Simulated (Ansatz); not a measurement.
## Molecular dynamics of H$_{10}$N$_{4}$SSi

The input (input.yaml):

```yaml
crystal:
  periodic: [false, false, false]
  atoms:
    - { symbol: Si, position_ang: [0.111796, -0.523541, -0.055258] }
    - { symbol: "N", position_ang: [0.110921, -0.029015, 2.15507] }
    - { symbol: H, position_ang: [-0.839239, -0.064933, 2.478738] }
    - { symbol: H, position_ang: [0.425323, 0.918766, 2.243488] }
    - { symbol: "N", position_ang: [1.683756, -0.140106, -0.633306] }
    - { symbol: H, position_ang: [2.427437, -0.801431, -0.630876] }
    - { symbol: H, position_ang: [1.802501, 0.588381, -1.304745] }
    - { symbol: "N", position_ang: [-0.554096, 1.095295, -0.22085] }
    - { symbol: H, position_ang: [-1.533419, 1.26582, -0.14215] }
    - { symbol: H, position_ang: [-0.023924, 1.912552, -0.00571] }
    - { symbol: "N", position_ang: [-1.21729, -1.273523, -0.85542] }
    - { symbol: H, position_ang: [-1.39175, -2.252452, -0.853694] }
    - { symbol: H, position_ang: [-1.738092, -0.778572, -1.54738] }
    - { symbol: S, position_ang: [0.74384, -2.490979, 0.940472] }
    - { symbol: H, position_ang: [0.774826, -3.295824, -0.116697] }
    - { symbol: H, position_ang: [0.663709, -0.608237, 2.761716] }
basis:
  gaussian: { orbitals: "6-31G*" }
hamiltonian:
  xc: hf
md:
  timestep: 0.5
  n_steps: 200
  ensemble: nve
  temperature: 300.0
  initial_velocities: maxwell_boltzmann
  seed: 10271
```

Command:

```bash
$ ansatz run input.yaml --threads 2 --pin off --max-ram 3072MiB --backend cpu --events-out ev --progress --plain --runs-dir out
```

It starts at the highest image of a converged band. Of that band: A vibrational analysis at the climbing image gives one clearly imaginary mode, 162i cm⁻¹, and a faint second one (31i cm⁻¹) that may be numerical noise or a soft torsion: probably a first-order saddle point.

Output, in part (one step line in 3, the closing report, with atoms numbered from 0):

```
md step     0: t =     0.00 fs  T =   300.0 K  F+E_penalty+E_count = -24765.70770594 eV  E_kin = 0.542892 eV  conserved = -24765.16481395 eV  (34 SCF iters)
md step     3: t =     1.50 fs  T =   206.3 K  F+E_penalty+E_count = -24765.53270366 eV  E_kin = 0.373263 eV  conserved = -24765.15944112 eV  (33 SCF iters)
md step     6: t =     3.00 fs  T =   194.6 K  F+E_penalty+E_count = -24765.51266491 eV  E_kin = 0.352136 eV  conserved = -24765.16052880 eV  (33 SCF iters)
md step     9: t =     4.50 fs  T =   225.3 K  F+E_penalty+E_count = -24765.57142544 eV  E_kin = 0.407690 eV  conserved = -24765.16373574 eV  (32 SCF iters)
md step    12: t =     6.00 fs  T =   121.2 K  F+E_penalty+E_count = -24765.37834351 eV  E_kin = 0.219344 eV  conserved = -24765.15899994 eV  (33 SCF iters)
md step    15: t =     7.50 fs  T =   142.0 K  F+E_penalty+E_count = -24765.41778448 eV  E_kin = 0.256985 eV  conserved = -24765.16079963 eV  (33 SCF iters)
md step    18: t =     9.00 fs  T =   187.4 K  F+E_penalty+E_count = -24765.50300950 eV  E_kin = 0.339083 eV  conserved = -24765.16392639 eV  (33 SCF iters)
md step    21: t =    10.50 fs  T =   102.0 K  F+E_penalty+E_count = -24765.34307248 eV  E_kin = 0.184670 eV  conserved = -24765.15840278 eV  (33 SCF iters)
md step    24: t =    12.00 fs  T =   155.2 K  F+E_penalty+E_count = -24765.44302581 eV  E_kin = 0.280882 eV  conserved = -24765.16214413 eV  (34 SCF iters)
md step    27: t =    13.50 fs  T =   170.9 K  F+E_penalty+E_count = -24765.47200632 eV  E_kin = 0.309322 eV  conserved = -24765.16268405 eV  (33 SCF iters)
md step    30: t =    15.00 fs  T =   110.0 K  F+E_penalty+E_count = -24765.35760197 eV  E_kin = 0.199034 eV  conserved = -24765.15856775 eV  (33 SCF iters)
md step    33: t =    16.50 fs  T =   191.4 K  F+E_penalty+E_count = -24765.50911239 eV  E_kin = 0.346452 eV  conserved = -24765.16266034 eV  (33 SCF iters)
md step    36: t =    18.00 fs  T =   197.2 K  F+E_penalty+E_count = -24765.51959248 eV  E_kin = 0.356830 eV  conserved = -24765.16276229 eV  (32 SCF iters)
md step    39: t =    19.50 fs  T =   124.7 K  F+E_penalty+E_count = -24765.38449693 eV  E_kin = 0.225690 eV  conserved = -24765.15880710 eV  (33 SCF iters)
md step    42: t =    21.00 fs  T =   173.1 K  F+E_penalty+E_count = -24765.47623300 eV  E_kin = 0.313268 eV  conserved = -24765.16296450 eV  (35 SCF iters)
md step    45: t =    22.50 fs  T =   134.2 K  F+E_penalty+E_count = -24765.40416950 eV  E_kin = 0.242769 eV  conserved = -24765.16140003 eV  (33 SCF iters)
md step    48: t =    24.00 fs  T =    88.8 K  F+E_penalty+E_count = -24765.31977204 eV  E_kin = 0.160669 eV  conserved = -24765.15910267 eV  (33 SCF iters)
md step    51: t =    25.50 fs  T =   157.1 K  F+E_penalty+E_count = -24765.44753617 eV  E_kin = 0.284309 eV  conserved = -24765.16322705 eV  (32 SCF iters)
md step    54: t =    27.00 fs  T =   132.3 K  F+E_penalty+E_count = -24765.40004727 eV  E_kin = 0.239401 eV  conserved = -24765.16064604 eV  (33 SCF iters)
md step    57: t =    28.50 fs  T =   135.3 K  F+E_penalty+E_count = -24765.40523714 eV  E_kin = 0.244803 eV  conserved = -24765.16043379 eV  (33 SCF iters)
md step    60: t =    30.00 fs  T =   184.8 K  F+E_penalty+E_count = -24765.49731354 eV  E_kin = 0.334364 eV  conserved = -24765.16294967 eV  (32 SCF iters)
md step    63: t =    31.50 fs  T =   139.1 K  F+E_penalty+E_count = -24765.41194292 eV  E_kin = 0.251797 eV  conserved = -24765.16014554 eV  (33 SCF iters)
md step    66: t =    33.00 fs  T =   153.2 K  F+E_penalty+E_count = -24765.43778934 eV  E_kin = 0.277309 eV  conserved = -24765.16048021 eV  (33 SCF iters)
md step    69: t =    34.50 fs  T =   204.7 K  F+E_penalty+E_count = -24765.53374966 eV  E_kin = 0.370388 eV  conserved = -24765.16336138 eV  (33 SCF iters)
md step    72: t =    36.00 fs  T =   156.7 K  F+E_penalty+E_count = -24765.44330179 eV  E_kin = 0.283647 eV  conserved = -24765.15965434 eV  (33 SCF iters)
md step    75: t =    37.50 fs  T =   180.9 K  F+E_penalty+E_count = -24765.48917708 eV  E_kin = 0.327428 eV  conserved = -24765.16174859 eV  (33 SCF iters)
md step    78: t =    39.00 fs  T =   186.5 K  F+E_penalty+E_count = -24765.49967914 eV  E_kin = 0.337524 eV  conserved = -24765.16215529 eV  (33 SCF iters)
md step    81: t =    40.50 fs  T =   136.2 K  F+E_penalty+E_count = -24765.40635528 eV  E_kin = 0.246525 eV  conserved = -24765.15983073 eV  (33 SCF iters)
md step    84: t =    42.00 fs  T =   161.0 K  F+E_penalty+E_count = -24765.45290230 eV  E_kin = 0.291361 eV  conserved = -24765.16154110 eV  (33 SCF iters)
md step    87: t =    43.50 fs  T =   169.7 K  F+E_penalty+E_count = -24765.46922621 eV  E_kin = 0.307140 eV  conserved = -24765.16208584 eV  (33 SCF iters)
md step    90: t =    45.00 fs  T =   149.5 K  F+E_penalty+E_count = -24765.43031462 eV  E_kin = 0.270598 eV  conserved = -24765.15971644 eV  (33 SCF iters)
md step    93: t =    46.50 fs  T =   203.2 K  F+E_penalty+E_count = -24765.53044419 eV  E_kin = 0.367755 eV  conserved = -24765.16268930 eV  (32 SCF iters)
md step    96: t =    48.00 fs  T =   183.0 K  F+E_penalty+E_count = -24765.49227109 eV  E_kin = 0.331124 eV  conserved = -24765.16114688 eV  (33 SCF iters)
md step    99: t =    49.50 fs  T =   163.5 K  F+E_penalty+E_count = -24765.45574515 eV  E_kin = 0.295826 eV  conserved = -24765.15991952 eV  (33 SCF iters)
md step   102: t =    51.00 fs  T =   213.1 K  F+E_penalty+E_count = -24765.54825557 eV  E_kin = 0.385618 eV  conserved = -24765.16263710 eV  (33 SCF iters)
md step   105: t =    52.50 fs  T =   191.6 K  F+E_penalty+E_count = -24765.50760944 eV  E_kin = 0.346697 eV  conserved = -24765.16091225 eV  (33 SCF iters)
md step   108: t =    54.00 fs  T =   195.1 K  F+E_penalty+E_count = -24765.51344740 eV  E_kin = 0.353024 eV  conserved = -24765.16042291 eV  (35 SCF iters)
md step   111: t =    55.50 fs  T =   246.5 K  F+E_penalty+E_count = -24765.60876267 eV  E_kin = 0.446014 eV  conserved = -24765.16274859 eV  (32 SCF iters)
md step   114: t =    57.00 fs  T =   217.9 K  F+E_penalty+E_count = -24765.55461275 eV  E_kin = 0.394293 eV  conserved = -24765.16032018 eV  (33 SCF iters)
md step   117: t =    58.50 fs  T =   235.9 K  F+E_penalty+E_count = -24765.58763494 eV  E_kin = 0.426876 eV  conserved = -24765.16075923 eV  (33 SCF iters)
md step   120: t =    60.00 fs  T =   276.8 K  F+E_penalty+E_count = -24765.66365497 eV  E_kin = 0.500834 eV  conserved = -24765.16282071 eV  (33 SCF iters)
md step   123: t =    61.50 fs  T =   242.7 K  F+E_penalty+E_count = -24765.59894298 eV  E_kin = 0.439258 eV  conserved = -24765.15968507 eV  (33 SCF iters)
md step   126: t =    63.00 fs  T =   286.3 K  F+E_penalty+E_count = -24765.67995338 eV  E_kin = 0.518104 eV  conserved = -24765.16184976 eV  (33 SCF iters)
md step   129: t =    64.50 fs  T =   305.8 K  F+E_penalty+E_count = -24765.71581555 eV  E_kin = 0.553470 eV  conserved = -24765.16234524 eV  (33 SCF iters)
md step   132: t =    66.00 fs  T =   263.9 K  F+E_penalty+E_count = -24765.63715295 eV  E_kin = 0.477620 eV  conserved = -24765.15953284 eV  (32 SCF iters)
md step   135: t =    67.50 fs  T =   312.6 K  F+E_penalty+E_count = -24765.72752869 eV  E_kin = 0.565744 eV  conserved = -24765.16178478 eV  (33 SCF iters)
md step   138: t =    69.00 fs  T =   330.5 K  F+E_penalty+E_count = -24765.76045554 eV  E_kin = 0.598000 eV  conserved = -24765.16245507 eV  (32 SCF iters)
md step   141: t =    70.50 fs  T =   296.6 K  F+E_penalty+E_count = -24765.69597494 eV  E_kin = 0.536709 eV  conserved = -24765.15926562 eV  (33 SCF iters)
md step   144: t =    72.00 fs  T =   363.3 K  F+E_penalty+E_count = -24765.81993364 eV  E_kin = 0.657372 eV  conserved = -24765.16256179 eV  (32 SCF iters)
md step   147: t =    73.50 fs  T =   371.8 K  F+E_penalty+E_count = -24765.83425576 eV  E_kin = 0.672781 eV  conserved = -24765.16147469 eV  (33 SCF iters)
md step   150: t =    75.00 fs  T =   366.8 K  F+E_penalty+E_count = -24765.82352465 eV  E_kin = 0.663727 eV  conserved = -24765.15979749 eV  (33 SCF iters)
md step   153: t =    76.50 fs  T =   435.2 K  F+E_penalty+E_count = -24765.95022757 eV  E_kin = 0.787580 eV  conserved = -24765.16264710 eV  (33 SCF iters)
md step   156: t =    78.00 fs  T =   428.6 K  F+E_penalty+E_count = -24765.93685867 eV  E_kin = 0.775644 eV  conserved = -24765.16121510 eV  (33 SCF iters)
md step   159: t =    79.50 fs  T =   428.3 K  F+E_penalty+E_count = -24765.93526120 eV  E_kin = 0.775078 eV  conserved = -24765.16018306 eV  (33 SCF iters)
md step   162: t =    81.00 fs  T =   485.7 K  F+E_penalty+E_count = -24766.04188962 eV  E_kin = 0.878937 eV  conserved = -24765.16295302 eV  (32 SCF iters)
md step   165: t =    82.50 fs  T =   454.1 K  F+E_penalty+E_count = -24765.98249483 eV  E_kin = 0.821809 eV  conserved = -24765.16068544 eV  (33 SCF iters)
md step   168: t =    84.00 fs  T =   453.4 K  F+E_penalty+E_count = -24765.98059661 eV  E_kin = 0.820444 eV  conserved = -24765.16015247 eV  (33 SCF iters)
md step   171: t =    85.50 fs  T =   510.3 K  F+E_penalty+E_count = -24766.08628926 eV  E_kin = 0.923391 eV  conserved = -24765.16289857 eV  (32 SCF iters)
md step   174: t =    87.00 fs  T =   480.7 K  F+E_penalty+E_count = -24766.03053232 eV  E_kin = 0.869929 eV  conserved = -24765.16060340 eV  (33 SCF iters)
md step   177: t =    88.50 fs  T =   485.3 K  F+E_penalty+E_count = -24766.03893909 eV  E_kin = 0.878244 eV  conserved = -24765.16069515 eV  (33 SCF iters)
md step   180: t =    90.00 fs  T =   529.4 K  F+E_penalty+E_count = -24766.12036773 eV  E_kin = 0.957973 eV  conserved = -24765.16239471 eV  (33 SCF iters)
md step   183: t =    91.50 fs  T =   514.0 K  F+E_penalty+E_count = -24766.09048599 eV  E_kin = 0.930119 eV  conserved = -24765.16036727 eV  (33 SCF iters)
md step   186: t =    93.00 fs  T =   542.1 K  F+E_penalty+E_count = -24766.14184541 eV  E_kin = 0.981069 eV  conserved = -24765.16077679 eV  (33 SCF iters)
md step   189: t =    94.50 fs  T =   590.2 K  F+E_penalty+E_count = -24766.23056752 eV  E_kin = 1.068085 eV  conserved = -24765.16248268 eV  (31 SCF iters)
md step   192: t =    96.00 fs  T =   572.2 K  F+E_penalty+E_count = -24766.19581623 eV  E_kin = 1.035420 eV  conserved = -24765.16039668 eV  (33 SCF iters)
md step   195: t =    97.50 fs  T =   594.8 K  F+E_penalty+E_count = -24766.23775663 eV  E_kin = 1.076295 eV  conserved = -24765.16146163 eV  (35 SCF iters)
md step   198: t =    99.00 fs  T =   611.9 K  F+E_penalty+E_count = -24766.26949307 eV  E_kin = 1.107247 eV  conserved = -24765.16224580 eV  (33 SCF iters)
md step   200: t =   100.00 fs  T =   586.0 K  F+E_penalty+E_count = -24766.22126518 eV  E_kin = 1.060396 eV  conserved = -24765.16086887 eV  (35 SCF iters)
Total energy: -24766.22126518 eV, -910.1418443477 hartree
Atom 0 at     0.099523    -0.656067    -0.385340 Å, force    -0.341636    -0.258174    -0.495586 eV/Å
Atom 1 at     0.557550     0.116228     2.893730 Å, force    -0.034355     0.310101     0.893810 eV/Å
Atom 2 at    -0.424787    -0.040207     3.108909 Å, force     0.680137     0.181330    -0.113107 eV/Å
Atom 3 at     0.795704     1.064182     3.178846 Å, force    -0.248471    -0.619168    -0.043214 eV/Å
Atom 4 at     1.668823    -0.132392    -0.884809 Å, force    -0.641795    -1.168011     0.787878 eV/Å
Atom 5 at     2.466803    -0.627966    -0.526940 Å, force    -0.130563     0.501919    -0.477338 eV/Å
Atom 6 at     1.827770     0.634262    -1.488974 Å, force     0.293261     0.250621    -0.136670 eV/Å
Atom 7 at    -0.729854     0.801957     0.061613 Å, force    -2.274751    -1.533709    -0.101240 eV/Å
Atom 8 at    -1.710639     0.717390     0.422028 Å, force     1.883469     0.059946    -0.836909 eV/Å
Atom 9 at    -0.187905     1.223431     0.747459 Å, force     0.754270     1.192350     1.172998 eV/Å
Atom 10 at    -1.050360    -1.384801    -1.475642 Å, force     0.751511    -1.015704    -0.209617 eV/Å
Atom 11 at    -0.900020    -2.271782    -1.954271 Å, force     0.082201     0.733472     0.700343 eV/Å
Atom 12 at    -1.466204    -0.765475    -2.124679 Å, force    -0.323896     0.542687    -0.301696 eV/Å
Atom 13 at     0.534227    -2.239045     1.089832 Å, force    -0.209690    -0.384729    -0.474597 eV/Å
Atom 14 at     0.218397    -3.358537     0.393546 Å, force     0.068649     0.786478     0.121999 eV/Å
Atom 15 at     1.080967    -0.514680     3.497058 Å, force    -0.308341     0.420590    -0.487054 eV/Å
Dipole moment:     0.011724     0.270282     0.102308 e Å
```

All steps were run. The conserved energy stayed within 0.42 meV per atom of its start (net change 0.25 meV per atom), so the integration is sound. A run of 0.1 ps of so small a system gives no equilibrium averages. The orbitals stay closed-shell, which can raise the energy where a bond breaks towards radicals; this wasn't checked here.

Between its relaxed ends the band would form Si1–S14, N2–H16 and break Si1–N2, S14–H16. These pairs go: Si1–S14 2.29 → 2.21 Å, N2–H16 1.00 → 1.02 Å, Si1–N2 2.27 → 3.40 Å, S14–H16 2.62 → 3.01 Å. In the last frame they stand as after the step (other bonds may differ from the relaxed reactants and products). It ends as H3N + H7N3SSi. Pairs count as bonded within 1.25 times the sum of covalent radii (0.12 Å more for H–H).

Last frame:

```xyz
16
Properties=species:S:1:pos:R:3
Si 0.100 -0.656 -0.385
N 0.558 0.116 2.894
H -0.425 -0.040 3.109
H 0.796 1.064 3.179
N 1.669 -0.132 -0.885
H 2.467 -0.628 -0.527
H 1.828 0.634 -1.489
N -0.730 0.802 0.062
H -1.711 0.717 0.422
H -0.188 1.223 0.748
N -1.050 -1.385 -1.476
H -0.900 -2.272 -1.954
H -1.466 -0.765 -2.125
S 0.534 -2.239 1.090
H 0.218 -3.358 0.394
H 1.081 -0.515 3.497
```

The run took 8.7 min on 2 threads of Arm Neoverse V1 (shared host), peak memory 0.29 GiB.
